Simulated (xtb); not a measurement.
ammonia borane (H$_{6}$BN), singlet, from a rough starting geometry; GFN2-xTB in xtb 6.7.1.

Input for xtb:
```
$ xtb mol.xyz --gfn 2 --opt vtight --json

# file mol.xyz
8

B     -0.81724279     0.05768623    -0.00821569
N      0.84682074    -0.12671071     0.01248053
H     -1.20458652    -0.61642212    -0.87876689
H     -0.98840644     1.26422829    -0.25535226
H     -1.20777515    -0.19225852     1.10882778
H      1.00278876    -0.99446432     0.28127980
H      1.21639823     0.57415895     0.66924830
H      1.17501844     0.05428883    -0.86502284
```

The log (banner, timings and long lists left out):

```
   ID    Z sym.   atoms
    1    5 B      1
    2    7 N      2
    3    1 H      3-8

           -------------------------------------------------
          |                Calculation Setup                |
           -------------------------------------------------

           -------------------------------------------------
          |                 G F N 2 - x T B                 |
           -------------------------------------------------

          ...................................................
          :                      SETUP                      :
          :.................................................:
          :  # basis functions                  14          :
          :  # atomic orbitals                  14          :
          :  # shells                           10          :
          :  # electrons                        14          :
          :  max. iterations                   250          :
          :  Hamiltonian                  GFN2-xTB          :
          :  restarted?                      false          :
          :  GBSA solvation                  false          :
          :  PC potential                    false          :
          :  electronic temp.          300.0000000     K    :
          :  accuracy                    1.0000000          :
          :  -> integral cutoff          0.2500000E+02      :
          :  -> integral neglect         0.1000000E-07      :
          :  -> SCF convergence          0.1000000E-05 Eh   :
          :  -> wf. convergence          0.1000000E-03 e    :
          :  Broyden damping             0.4000000          :
          :  net charge                          0          :
          :  unpaired electrons                  0          :
          ...................................................

 iter      E             dE          RMSdq      gap      omega  full diag
   1     -7.1453140 -0.714531E+01  0.856E+00   11.90       0.0  T
   2     -7.2916452 -0.146331E+00  0.563E+00   10.38       1.0  T
   3     -7.3032830 -0.116378E-01  0.305E+00    9.79       1.0  T
   4     -7.3039825 -0.699515E-03  0.823E-01    9.56       1.0  T
   5     -7.3052655 -0.128298E-02  0.360E-01    9.56       1.0  T
   6     -7.3055670 -0.301509E-03  0.625E-02    9.57       1.0  T
   7     -7.3055687 -0.165657E-05  0.168E-02    9.58       2.1  T
   8     -7.3055686  0.691974E-07  0.115E-02    9.58       3.1  T
   9     -7.3055695 -0.852828E-06  0.463E-03    9.58       7.6  T
[...]
 * total energy  :    -7.2016795 Eh     change       -0.1206592E-01 Eh
 * total energy  :    -7.2022429 Eh     change       -0.5634141E-03 Eh
 * total energy  :    -7.2023279 Eh     change       -0.8499810E-04 Eh
 * total energy  :    -7.2024004 Eh     change       -0.7248424E-04 Eh
 * total energy  :    -7.2024184 Eh     change       -0.1799299E-04 Eh
 * total energy  :    -7.2024209 Eh     change       -0.2539637E-05 Eh
 * total energy  :    -7.2024292 Eh     change       -0.8317756E-05 Eh
 * total energy  :    -7.2024287 Eh     change        0.5370631E-06 Eh
 * total energy  :    -7.2024316 Eh     change       -0.2863420E-05 Eh
 * total energy  :    -7.2024318 Eh     change       -0.1920188E-06 Eh
 * total energy  :    -7.2024319 Eh     change       -0.1602150E-06 Eh
 * total energy  :    -7.2024320 Eh     change       -0.6437740E-07 Eh
   *** GEOMETRY OPTIMIZATION CONVERGED AFTER 13 ITERATIONS ***
         :: total energy              -7.202431984324 Eh    ::
[...]
     1   5 B        3.596     0.159    19.353     7.219
     2   7 N        3.383    -0.239    26.241     7.608
     3   1 H        0.931    -0.175     9.116     4.721
     4   1 H        0.931    -0.175     9.115     4.721
     5   1 H        0.931    -0.175     9.115     4.721
     6   1 H        0.860     0.202     1.095     1.639
     7   1 H        0.860     0.202     1.095     1.639
     8   1 H        0.860     0.202     1.095     1.639

 Mol. C6AA /au·bohr⁶  :        470.286762
 Mol. C8AA /au·bohr⁸  :       8850.804957
 Mol. α(0) /au        :         33.907715

Wiberg/Mayer (AO) data.
largest (>0.10) Wiberg bond orders for each atom

 ---------------------------------------------------------------------------
     #   Z sym  total        # sym  WBO       # sym  WBO       # sym  WBO
 ---------------------------------------------------------------------------
     1   5 B    3.499 --     4 H    0.961     5 H    0.961     3 H    0.961
                             2 N    0.613
     2   7 N    3.481 --     8 H    0.954     7 H    0.954     6 H    0.954
                             1 B    0.613
     3   1 H    0.969 --     1 B    0.961
     4   1 H    0.969 --     1 B    0.961
     5   1 H    0.969 --     1 B    0.961
     6   1 H    0.959 --     2 N    0.954
     7   1 H    0.959 --     2 N    0.954
     8   1 H    0.959 --     2 N    0.954
 ---------------------------------------------------------------------------

Topologies differ in total number of bonds
Writing topology from bond orders to xtbtopo.mol

molecular dipole:
                 x           y           z       tot (Debye)
 q only:        1.824      -0.223       0.033
   full:        2.353      -0.288       0.043       6.027
molecular quadrupole (traceless):
                xx          xy          yy          xz          yz          zz
 q only:        0.438      -0.066      -0.217       0.053      -0.006      -0.222
  q+dip:       -1.046       0.213       0.508       0.024      -0.002       0.538
   full:        0.089       0.003      -0.047       0.056      -0.006      -0.043

optimized geometry written to: xtbopt.xyz

           -------------------------------------------------
          | TOTAL ENERGY               -7.202431984324 Eh   |
          | GRADIENT NORM               0.000051595917 Eh/α |
          | HOMO-LUMO GAP               9.081323832875 eV   |
           -------------------------------------------------

normal termination of xtb
```
